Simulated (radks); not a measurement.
Question: All-electron atom: Tb LX in [He] 2s2 2p2. All-electron calculation, non-relativistic Kohn-Sham, LDA (Slater exchange, Perdew-Wang correlation), spin-unpolarised, spherical densities, point nucleus; relativity is left out, which matters for an element this heavy. Program: a radial shooting solver on a logarithmic mesh with Libxc functionals. Some entries of the table are withheld. Estimate them.

| orbital | occ. | eigenvalue (eV) | <r> (bohr) | <r^2> (bohr^2) |
|---|---|---|---|---|
| 1s | 2 | -54414.62 | 0.02329 | 0.0007243 |
| 2s | 2 | (1) | 0.09544 | 0.01064 |
| 2p | 2 | (2) | 0.08034 | 0.007766 |
| 3s | 0 | (3) | (4) | (5) |
| 3p | 0 | -5459.504 | 0.2045 | 0.04818 |

Answer: 
(1) 2s eigenvalue (eV): -12790.69
(2) 2p eigenvalue (eV): -12595.23
(3) 3s eigenvalue (eV): -5524.894
(4) 3s <r> (bohr): 0.2187
(5) 3s <r^2> (bohr^2): 0.05430
